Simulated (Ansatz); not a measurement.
Reaction (cleavage of the B–B bond): `OBB(F)[SiH3]` + HCl → `OBCl` + `FB[SiH3]`

Gas-phase electronic energies from Ansatz, PBE0-D4/def2-TZVP geometries. CBS: MP2 limit from def2 TZ/QZ plus the TZ coupled-cluster correction, frozen cores. This one scheme is used for every species. Functionals use def2-TZVPP. B3LYP here is the variant with VWN-RPA as its local correlation; programs differ in this. One conformer a species, not always the lowest.

| level | ΔE (kJ/mol) | difference from CCSD(T)/CBS |
| --- | --- | --- |
| PBE-D4 | -123.5 | 5.7 |
| B3LYP-D4 | -127.9 | 1.3 |
| ωB97X-V | -128.5 | 0.7 |
| ωB97M-V | -132.3 | -3.1 |
| B2PLYP | -133.7 | -4.5 |
| PBE0 | -128.4 | 0.8 |
| B3LYP | -130.5 | -1.3 |
| MP2/def2-TZVPP | -138.5 | -9.3 |
| SCS-MP2/def2-TZVPP | -136.0 | -6.8 |
| CCSD/def2-TZVPP | -129.0 | 0.2 |
| CCSD(T)/def2-TZVPP | -129.3 | -0.1 |
| MP2/def2-QZVPP | -138.4 | -9.2 |
| SCS-MP2/def2-QZVPP | -135.9 | -6.7 |
| HF/CBS(def2) | -140.0 | -10.8 |
| MP2/CBS(def2) | -138.4 | -9.2 |
| CCSD/CBS(def2) | -128.9 | 0.3 |
| CCSD(T)/CBS | -129.2 | 0 |

Largest T1 diagnostic among the species: 0.015.

From PBE to PBE0 (25 % exact exchange), in def2-TZVPP and without D4, ΔE moves by −3.1 kJ/mol.
